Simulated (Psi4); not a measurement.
Cl$_{2}$Si, charge +1, doublet, geometry from GFN2-xTB (a state made from the parent by changing its charge; the spin is typed, not shown lowest). Base run: CCSD(T)/6-31G* in Psi4.

Here is a job for Psi4.
```
memory 2 GB

molecule mol {
1 2
Si    0.000867    0.003477    0.529362
Cl    1.150751    1.375041   -0.228899
Cl   -1.151465   -1.377904   -0.207046
}

set {
  basis 6-31g*
  reference uhf
}

energy('ccsd(t)')
print_variables()
```

Each row names what was changed in the base input (with any setting that the change needs).

```
change                          ΔE vs base (kcal/mol)  MP2 correlation (Eh)  basis functions  core-seconds (rough)        outcome
------------------------------  ---------------------  --------------------  ---------------  --------------------  -------------
base                                            0.000              -0.34483               57                    40      converged
method = omp2                                   21.80              -0.34502               57                    10      converged
scf_type = pk; mp2_type = conv                  0.000              -0.34483               57                    50      converged
method = scs-mp2                                33.05              -0.34483               57                     5      converged
method = mp3                                    10.24              -0.34502               57                     4      converged
method = lccd                                    4.38              -0.34483               57                     9      converged
method = ccsd                                    7.76              -0.34483               57                    20      converged
method = cisd                                       -                     -                -                     -  input refused
cc_type = df                                        -                     -                -                     -  input refused
method = mp2.5                                  17.87              -0.34502               57                     6      converged
```

Open shells are given as the SCF converged; they aren't shown to be the lowest states, and a large step between rows can be another state.

- method = cisd: ended with `psi4.driver.p4util.exceptions.MissingMethodError: Method=cisd is not available for any derivative level under conditions CI_TYPE=CONV, REFERENCE=UHF, FREEZE_CORE=FALSE, QC_MODULE=(auto). See https://psicode.org/psi4manual/master/introduction.html#ss-cisd. Or d`
- cc_type = df: ended with `psi4.driver.p4util.exceptions.MissingMethodError: Method=ccsd(t) is not available for any derivative level under conditions CC_TYPE=DF, REFERENCE=UHF, FREEZE_CORE=FALSE, QC_MODULE=(auto). See https://psicode.org/psi4manual/master/introduction.html#ss-ccsd-prt-`
